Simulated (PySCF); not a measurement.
Shapes and spin states of AgO₂⁻

These are results of PBE0 in PySCF with Ag def2-TZVPD with ECP28, O def2-TZVPD; scalar-relativistic core potentials, no spin–orbit coupling; density-fitted integrals, not measurements.

Relaxations began from a few typed shapes and spin states; open shells are unrestricted. The search is not exhaustive: other isomers or separated fragments can lie lower, and high-lying points may rest on an excited occupation.

```csv
spin,group,bonds,angles,imaginary modes (cm⁻¹),ΔE (kJ/mol),ΔE with ZPE (kJ/mol)
triplet,C2v,"Ag–O 2.402 Å (×2), O–O 1.339 Å","Ag–O–O 73.8° (×2), O–Ag–O 32.4°",none,0.0,0.0
"singlet (closed shell, unstable to spin polarisation)",Cs,"Ag–O 2.168 Å, O–O 1.305 Å",Ag–O–O 120.0°,none,40.9,42.3
"singlet (closed shell, unstable to spin polarisation)",C2v,Ag–O 1.841 Å (×2),O–Ag–O 151.4°,none,118.6,118.9
"singlet (closed shell, unstable to spin polarisation)",D∞h,Ag–O 1.853 Å (×2),O–Ag–O 180.0°,66i,120.1,–
```

The lowest minimum found is the triplet C2v: Ag–O 2.402 Å (×2), O–O 1.339 Å; Ag–O–O 73.8° (×2), O–Ag–O 32.4°.

For the lowest minimum: the highest occupied level lies above zero, a sign of self-interaction error or too small a basis; response properties are unreliable. With open d or f shells other occupations or spin states may lie lower. The lowest empty level of this anion is unbound, so it and the gap depend on the basis.

The electron or spin density has lower symmetry than the nuclear frame for the singlet (closed shell, unstable to spin polarisation) D∞h at 120.1 kJ/mol.
